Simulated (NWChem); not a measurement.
System: InCl$_{3}$; SMILES [Cl][In]([Cl])[Cl]

Results from NWChem. The geometry was optimised at PBE0/def2-SVP. def2 effective core potentials on In; no spin-orbit coupling. Level PBE/def2-SVPD: single points from the atomic guess with DIIS by default; each run changes one setting, and all converged runs end within 0.3 mHa of each other. NWChem's automatic level shift, which a small gap switches on, acted in some of these runs.

Which setting needs the most SCF iterations, or fails (core-Hamiltonian guess; occupation smearing of 0.005 Ha; no level shifting; defaults; DIIS on 3 Fock matrices)?

core-Hamiltonian guess, with 18 against 8 for the defaults.
| setting | SCF iterations |
|---|---|
| defaults | 8 |
| occupation smearing of 0.005 Ha | 8 |
| core-Hamiltonian guess | 18 |
| no level shifting | 8 |
| DIIS on 3 Fock matrices | 8 |
